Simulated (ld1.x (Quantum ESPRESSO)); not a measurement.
# Transferability test, TM potential for sulfur (S)

| Item | Value |
| --- | --- |
| Element | S |
| Generator | ld1.x (Quantum ESPRESSO) 7.5 |
| Type | norm-conserving Troullier–Martins (Kleinman–Bylander form) |
| Functional | PBEsol |
| Relativity | non-relativistic |
| Frozen core | [Ne] |
| Valence charge | 6 |
| Reference configuration | 3s1.5 3p4.5 |
| Partial waves | 3s (bound): rc 1.50 bohr; 3p (bound): rc 1.35 bohr; 3d channel at 0.1 Ry: rc 1.25 bohr |
| Local potential | the d channel |
| Core correction | a·sin(br)/r model core, default radius (core density twice the valence density) |

Energies are relative to the spin-unpolarised reference configuration 3s1.5 3p4.5; without spin polarisation the order of configurations can differ from experiment.

**Question.** Give the all-electron excitation energy and the error of the potential for: 3s2 3p4; 3s2 3p3; 3s2 3p2; 3s2 3p3.5; 3s2 3p0; 3s2 3p4.3; 3s1 3p4.

**Answer.**

```tsv
valence configuration	charge	ΔE all-electron (eV)	error AE − PS (meV)
3s2 3p4	0	-5.061	+0.4
3s2 3p3	+1	6.686	+5.0
3s2 3p2	+2	28.939	+49
3s2 3p3.5	+0.5	-0.411	+0.3
3s2 3p0	+4	109.708	+571
3s2 3p4.3	-0.3	-6.765	+1.4
3s1 3p4	+1	17.395	+10
```

Levels in the configuration 3s2 3p2:

```json
{"level": "3s", "all-electron (eV)": "-39.180", "pseudo (eV)": "-39.090"}
{"level": "3p", "all-electron (eV)": "-27.944", "pseudo (eV)": "-27.864"}
```
